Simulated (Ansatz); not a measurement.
## Which is lower?

The two ends of one reaction step of BN$_{2}$H$_{4}$F, closed shell (PBE0-D4/def2-TZVP).

A:

B1  (-0.594, 0.079, -0.279)
N2  (0.964, 0.203, 0.138)
N3  (-1.213, -0.868, 0.408)
H4  (1.057, -0.516, 0.853)
F5  (-0.828, 1.008, -1.242)
H6  (1.205, 1.111, 0.527)
H7  (1.602, 0.012, -0.629)
H8  (-2.194, -1.028, 0.224)
(Å)

B:

```xyz
8
angstrom
B -0.2650 0.3018 -0.1803
N 1.1169 0.5770 -0.1558
N -0.8606 -0.8689 0.3302
H -0.3538 -1.6186 0.7608
F -1.0774 1.2270 -0.7332
H 1.4842 1.4298 -0.5355
H 1.8083 -0.0378 0.2292
H -1.8527 -1.0102 0.2846
```

Computed with Ansatz 0.2.0 (basis: def2-TZVPP); correlated methods freeze the cores. B3LYP uses VWN-RPA correlation.

Task: Which structure is lower at CCSD(T), and by how much? (To be estimated.)

Result: The calculation gives: B, by 200.8 kJ/mol (electronic energy, against the other). By their contacts, A is BN₂H₄F ([NH][B]([NH3])[F]) and B is BN₂H₄F ([NH2][B]([NH2])[F]).

All methods give the same order:

```
      method  E(B) − E(A) (kJ/mol)
       SPW92                -196.6
      PBE-D4                -191.8
     BLYP-D4                -192.1
   r2SCAN-D4                -203.4
      B97M-V                -204.3
     PBE0-D4                -205.2
    B3LYP-D4                -203.9
  r2SCAN0-D4                -212.0
    BHLYP-D4                -218.4
CAM-B3LYP-D4                -210.7
     wB97X-V                -208.9
     wB97M-V                -204.7
      B2PLYP                -203.4
    PBE-QIDH                -209.8
  RPA on PBE                -195.2
          HF                -233.5
         MP2                -201.3
        CCSD                -207.3
     CCSD(T)                -200.8
```

T1 diagnostic: at most 0.013.

Labels in which every atom is bracketed show which atoms are joined, not bond orders.

For scale, one of the runs: CCSD(T)/def2-TZVPP, 180 basis functions, launched by `ansatz run in.yaml --threads 2 --pin off --events-out ev --progress --plain --max-ram 4352MiB`. The run took 17 s on 2 CPU threads of an Intel Xeon 6975P-C (shared host), with 2 GiB of host memory at its peak.
